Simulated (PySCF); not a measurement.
Species: C₄H₉FO₂.
InChI=1S/C4H9FO2/c1-6-2-3-7-4-5/h2-4H2,1H3

Torsions of this conformer, `[CH3:1][O:2][CH2:3][CH2:4][O:5][CH2:6][F:7]`: C1–O2–C3–C4 180°, O2–C3–C4–O5 180°, C3–C4–O5–C6 178°, C4–O5–C6–F7 70°.

The closed-shell ground state was solved at several levels (PySCF, density fitting, gas phase, non-relativistic). Geometry: PBE0-D3(BJ)/def2-SVP, one conformer, isolated molecule.

```tsv
level	basis functions	HOMO (eV)	LUMO (eV)	gap (eV)	dipole (D)
B3LYP/pcJ-1	279	-7.33	1.25	8.58	1.86
PBE0/pcSseg-1	164	-7.57	1.55	9.12	1.89
CAM-B3LYP/def2-SVPD	221	-9.16	1.36	10.52	1.93
```

(1) Estimate the row for wB97X-D/pcSseg-1, a basis of 164 functions; the other rows only guide the guess.

(2) Over all these levels, which gives the widest orbital gap and which the narrowest?

(3) How far do the dipole and the HOMO energy spread over the levels?

Results:

(1) HOMO -9.51 eV, LUMO 3.40 eV, gap 12.91 eV, dipole 1.93 D.

(2) wB97X-D/pcSseg-1 (range-separated hybrid) has the widest, 12.91 eV, and B3LYP/pcJ-1 (global hybrid, 20 % exact exchange) the narrowest, 8.58 eV. Functional and basis both differ between the two, so the spread mixes both effects.

(3) The dipole runs from 1.86 to 1.93 D (mean 1.90 D) and the HOMO from -9.51 to -7.33 eV.
